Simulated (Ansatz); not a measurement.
NaAu4⁻, relaxed as a singlet with RKS PBE-D4/def2-SVPD in Ansatz, starting from the GFN2-xTB geometry. Force threshold 0.02 eV/Å.

In the def2 sets Au takes a core potential; there is no spin–orbit coupling. The structure comes from a short search, and lower isomers may exist.

Start:

| atom | x (Å) | y (Å) | z (Å) |
| --- | --- | --- | --- |
| Na1 | 1.3173 | 0.7661 | 0.3941 |
| Au2 | 0.4216 | -1.0770 | -2.5831 |
| Au3 | -0.5684 | -1.5111 | -0.1863 |
| Au4 | -0.1544 | 2.9921 | -0.0079 |
| Au5 | -1.0161 | -1.1701 | 2.3831 |

Problem. Estimate the energy that the relaxation releases and the steps that it takes.

Solution. 0.45 eV, in 12 steps; 16 s on 4 threads of Intel Xeon Platinum 8488C on a shared host. No frequencies were taken in this run, so the end may be a saddle point.

Problem. Does the start keep its bonding and symmetry?

Solution. By distances, no bond broke or formed, bridged metal pairs apart. The bond that changes most is Na1–Au2, from 3.61 to 3.01 Å (atoms count from 1). Metal–metal contacts that move far: Na1–Au2 3.61 to 3.01 Å. Point group Cs at the start, Cs at the end, both within 0.05 Å.

Problem. Predict the relaxed structure.

Solution. 
```xyz
5

Na    0.2550    1.1117   -0.3189
Au    0.5062   -1.1271   -2.3078
Au   -0.2868   -1.7430    0.1023
Au    0.5746    3.8001   -0.0294
Au   -1.0491   -2.0417    2.5538
```
Bond lengths (bridged metal pairs left out): 3 × Au–Na 2.72 to 3.01 Å; 2 × Au–Au 2.58 to 2.61 Å.
